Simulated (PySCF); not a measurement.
These 2 structures share the formula C2H8N2OSi. Computed with PySCF 2.14.0, PBE0-D3(BJ)/def2-SVP geometry optimisation, gas phase. Energies are electronic, without zero-point or thermal terms, for one conformer each. No frequencies were run at this level. Point groups hold within 0.08 Å.

Problem. Rank from lowest to highest electronic energy at this level (kcal/mol).
A. `[NH2:1][SiH:2]([NH2:3])[CH2:4][CH:5]=[O:6]` with H–N1–Si2–N3 64° and -150°, N1–Si2–N3–H -154° and 49°, N1–Si2–C4–C5 60°, Si2–C4–C5–O6 -72°
B. `[CH3:1][NH:2][SiH2:3][C:4]([NH2:5])=[O:6]` with C1–N2–Si3–C4 -74°, N2–Si3–C4–N5 -15°

Solution. A (0.0), B (18.5).

As drawn, the higher has a C(=O)–N unit, which the lower lacks.

| SMILES | E (Eh) | E rel (kcal/mol) | dipole (D) | point group | A, B, C (MHz) |
| --- | --- | --- | --- | --- | --- |
| N[SiH](N)CC=O | -554.60184 | 0.0 | 2.83 | C1 | 5645, 1771, 1463 |
| CN[SiH2]C(N)=O | -554.57242 | 18.5 | 4.58 | C1 | 4786, 1835, 1502 |
